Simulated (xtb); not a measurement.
C4H6OSi, SMILES O=C1CC=C[SiH2]1. All values are semi-empirical tight-binding results from xtb (GFN2-xTB unless named), good for trends rather than for accurate numbers. Geometry: GFN2-xTB. The structure was generated by enumeration, and PubChem lists no compound with its InChIKey, so it may never have been made. One conformer was computed; it need not be the lowest.

Estimate the properties. (An estimate is asked for; the answer gives what the named calculation found.)


| Property | Value |
|---|---|
| point group as xtb finds it | Cs |
| orbital gap | 2.42 eV |
| dipole moment | 2.86 D |
| zero-point energy | 52.3 kcal/mol |
| G − E(el) at 298.15 K (modified RRHO) | 33.3 kcal/mol |
| static polarisability (D4 model) | 74.3 bohr³ |
| solvation energy, GFN2-xTB/ALPB(water) | -1.8 kcal/mol |
| solvation energy, GFN2-xTB/ALPB(benzene) | -5.0 kcal/mol |
